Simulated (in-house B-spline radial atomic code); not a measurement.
## RPA and G0W0 on PBEsol: K

Configuration [Ar] 4s1, highest spin, mean-field start PBEsol. Computed with a B-spline radial code for spherical atoms: all electrons, non-relativistic, point nucleus, each spin shell either full or empty, empty states to l = 9 with an (l + 1/2)⁻⁴ tail; G0W0 by contour deformation at full frequency.

Command:
```bash
python run_gw.py task.json out
```
Settings (radii: box in bohr, nucleus in fm):
```
Z                        19
electrons                19
configuration            [Ar] 4s1
hamiltonian              nr
method                   pbesol
lmax                     9
spin_polarised           True
box_radius               40
intervals                53
ion_configuration        [Ne] 3s2 3p6
```

Time taken, with all properties: 4.5 s on 1 thread of Arm Neoverse N1, on a shared host.

Energies (hartree):

```json
{"term": "mean-field total", "value": "-598.91670"}
{"term": "Hartree-Fock functional on these orbitals", "value": "-599.15093"}
{"term": "direct second order", "value": "-1.3796"}
{"term": "second-order exchange", "value": "0.47562"}
{"term": "SOSEX correction", "value": "0.42038"}
```

Q: What is the RPA correlation energy, and what remains with SOSEX?

A: RPA gives -1.1648 hartree (-1.67 eV per electron); RPA + SOSEX gives -0.74443, and the second-order doubles -0.90395 hartree (no singles). RPA lacks exchange-type terms and so overcorrelates at short range.

Quasi-particle levels (eV):

```
  level  occupied  mean field  Σx - vxc     Σc  QP weight    G0W0
  4s up       yes      -2.534     -1.47      ?          ?       ?
4s down        no      -1.534      2.81  -1.76      0.722  -0.487
```

G0W0 = mean field + (Σx - vxc) + Σc, with Σc (partial-wave tail included) taken at the quasi-particle energy. Only the outer levels were computed. Levels of low weight are left out.

Q: Where does G0W0 put 4s up?

A: At -4.432 eV, with Σc = -0.43 eV and a quasi-particle weight of 0.626. The tabulated removal energy is 4.341 eV (NIST, measured); the calculation leaves out relativity, Breit and QED terms, and what these don't explain is the method's own error.

Q: What does it cost to remove one electron (to [Ne] 3s2 3p6) by differences of total energies, each species on its own start (correlation terms add to the Hartree-Fock functional)?

A: PBEsol 4.374 eV, Hartree-Fock functional 3.970 eV, + RPA 4.777 eV, + RPA + SOSEX 4.268 eV, + second order 4.538 eV. Tabulated: 4.341 eV (NIST, measured); the calculation leaves out relativity, Breit and QED terms, and what these don't explain is the method's own error.
